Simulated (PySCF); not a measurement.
PySCF input file for C₂H₃F₃Si, SMILES F[Si](C=C)(F)F, SMD-M06-2X/6-31G*. Geometry optimised at TPSSh-D3(BJ)/def2-SVP. The values are those of a single conformer.

```python
import numpy as np
from pyscf import gto, scf, dft
from pyscf.solvent import smd

mol = gto.M(
    atom='''
    C     0.04478355   -2.41632187   -0.00000001
    C    -0.74067117   -1.32678302    0.00000001
    Si   -0.02983680    0.36346308    0.00000000
    F    -0.47495078    1.22244102   -1.28631488
    F    -0.47495072    1.22244101    1.28631490
    F     1.57849972    0.28741567   -0.00000003
    H     1.13669387   -2.33837925   -0.00000003
    H    -0.37078352   -3.42940080    0.00000000
    H    -1.83025348   -1.45275310    0.00000004
    ''',
    basis='6-31G*',
    charge=0,
    spin=0,
    max_memory=1600,
    verbose=3,
)
mf = dft.RKS(mol, xc='m06-2x').density_fit(auxbasis='def2-universal-jkfit')
mf.grids.level = 4
mf.conv_tol = 1e-9
mf.max_cycle = 100
mf.kernel()
res = {}
for name in ['water', 'acetonitrile', 'dichloromethane']:
    s = mf.SMD()
    s.with_solvent.solvent, s.with_solvent.sasa_ng = name, 302
    s.kernel(mf.make_rdm1())
    res[name] = (s.e_tot, s.with_solvent.get_cds(), s.dip_moment(), s.mo_energy, s.converged)
    print(f'SMD {name}: dG(solv) = {(s.e_tot - mf.e_tot) * 627.509474:.3f} kcal/mol, of which CDS {res[name][1] * 627.509474:.3f}')
```

Program output:

```
converged SCF energy = -667.031243511339
converged SCF energy = -667.030605971397
Dipole moment(X, Y, Z, Debye): -0.83667, -3.26785,  0.00000
SMD water: dG(solv) = 0.400 kcal/mol, of which CDS 4.672
converged SCF energy = -667.035882460688
Dipole moment(X, Y, Z, Debye): -0.83322, -3.25552,  0.00000
SMD acetonitrile: dG(solv) = -2.911 kcal/mol, of which CDS 1.261
converged SCF energy = -667.036314544554
Dipole moment(X, Y, Z, Debye): -0.81553, -3.19045,  0.00000
SMD dichloromethane: dG(solv) = -3.182 kcal/mol, of which CDS 0.469
```

Self-consistency was reached.

Cost: very roughly 4 core-minutes.
